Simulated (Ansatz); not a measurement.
A structure relaxed at PBE-D4/def2-SVP in Ansatz, charge 0, doublet:

```xyz
68

Sn   -7.227    2.714   -0.186
Sn   -5.381    3.663    4.000
Sn   -2.859    3.610    0.269
Sn   -2.390    0.393   -1.469
Sn   -1.017    1.241    2.281
Sn   -4.066    0.019    1.724
Sn    1.908    1.479   -1.179
Sn    2.932   -2.421   -3.174
Sn    4.662   -1.422    1.031
Sn    0.239   -2.648    0.488
Sn    7.323   -1.240   -2.696
Sn    5.792   -5.318   -1.087
Sn   -5.092    4.085   -1.399
Sn   -0.290    1.604   -2.925
Sn    5.069   -1.034   -4.373
Sn   -3.295    5.020    2.674
Sn    1.277    2.641    1.302
Sn    6.783   -0.041   -0.204
Sn   -7.697    3.774    2.387
Sn   -6.458    0.029    0.158
Sn   -4.741    0.934    4.314
B    -2.582    1.378    0.564
Sn   -1.906   -2.384   -1.318
Sn   -0.256   -1.398    2.964
Sn    2.413   -1.251   -0.660
Sn    3.534   -5.140   -2.763
Sn    5.249   -4.148    1.417
Sn    7.946   -3.960   -2.296
H    -8.681    2.743   -1.145
H    -5.771    4.387    5.537
H    -1.461    4.273   -0.542
H    -3.857    0.663   -2.378
H    -1.616    2.101    3.679
H    -3.453   -1.617    1.773
H     3.360    2.214   -1.803
H     1.492   -2.262   -4.145
H     4.254   -0.666    2.549
H     0.784   -4.293    0.685
H     8.686   -0.448   -3.440
H     6.229   -6.992   -0.867
H    -5.471    5.780   -1.481
H    -4.837    3.526   -3.022
H    -0.662    3.231   -3.403
H     0.098    0.706   -4.362
H     4.627    0.635   -4.578
H     5.433   -1.670   -5.950
H    -3.789    6.659    2.367
H    -1.882    5.092    3.679
H     0.931    4.343    1.289
H     2.527    2.362    2.484
H     6.328    1.622   -0.422
H     8.209   -0.061    0.791
H    -8.231    5.420    2.209
H    -8.996    2.889    3.131
H    -7.613   -0.882    1.091
H    -6.169   -0.842   -1.316
H    -6.145    0.066    4.863
H    -3.481    0.665    5.476
H    -3.298   -3.285   -0.799
H    -1.413   -3.034   -2.853
H    -1.433   -2.207    3.950
H     1.229   -1.336    3.870
H     2.172   -5.924   -2.021
H     3.845   -5.955   -4.266
H     3.886   -4.927    2.164
H     6.609   -4.355    2.480
H     8.327   -4.705   -3.820
H     9.363   -4.094   -1.299
```

Question: Give its formula.

Answer: Sn27BH40.

Question: Summarise the bond lengths by kind (pairs closer than 1.2 times the sum of covalent radii, bridged metal pairs left out).

Answer: 33 × Sn–Sn 2.81 to 3.33 Å; 4 × B–Sn 2.27 to 2.33 Å; 40 × H–Sn 1.73 to 1.75 Å.

In the def2 sets Sn takes a core potential; there is no spin–orbit coupling. Single mean-field runs in def2-SVP are fitted with def2-universal-jkfit.
